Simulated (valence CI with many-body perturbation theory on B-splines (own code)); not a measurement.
Values are calculated unless marked as measured or tabulated.
**Basis-set convergence for Ta⁴¹⁺**

Method: configuration interaction combined with many-body perturbation theory (CI+MBPT): four valence electrons over a frozen Dirac-Fock core [Ar] 3d10, radial functions for each j: 9 s, 9 p, 8 d, 6 f, 3 g, 1 h, with the one-electron correlation potential Σ1 (screened to all orders), the two-electron term Σ2, the three-electron term Σ3, Breit, model QED; selected single and double excitations, second order for the rest, scaled by the run's own slope (own B-spline code, finite nucleus).

The last digits are not significant, and no measured levels were compared; by estimate large intervals hold to a few tenths of a per cent, small ones and those within an open d or f shell to about a per cent.

The reference run has the lowest level (4s^2 4p1/2^2) J=0 and an ionisation energy of 2054.82 eV. Its largest variational space holds 20000 state functions.

Levels are named by their leading jj configuration (3d3/2^4 stands for four electrons in 3d with j = 3/2), which in mixed levels can hold well under half, so a name can repeat and another be missing. Letters in brackets count levels of one name in rising energy.

Changed runs:
A. basis 6 s, 6 p, 5 d, 3 f, 1 g
B. basis 5 s, 5 p, 4 d, 2 f

Excitation energies of the reference run in cm⁻¹, and shifts in cm⁻¹:

```tsv
Level	Reference	A	B
(4s^2 4p1/2 4p3/2) J=1	684329	-120	-450
(4s^2 4p1/2 4p3/2) J=2	718229	-7.4	+33
(4s^2 4p3/2^2) J=2	1428180	-96	-271
(4s 4p1/2^2 4p3/2) J=2	1438870	-136	-461
(4s^2 4p3/2^2) J=0	1501680	+30	+271
(4s 4p1/2^2 4p3/2) J=1	1554870	+11	+168
(4s^2 4p1/2 4d3/2) J=2	1890820	+17	+261
(4s^2 4p1/2 4d3/2) J=1	2033660	+279	+1430
(4s 4p1/2 4p3/2^2) J=2 [a]	2045300	-252	-879
(4s^2 4p1/2 4d5/2) J=3	2088370	-14	+140
(4s^2 4p1/2 4d5/2) J=2	2175170	+90	+591
(4s 4p1/2 4p3/2^2) J=3	2201890	+84	+566
Ionisation energy (eV)	2054.82	-0.04	-0.15
```
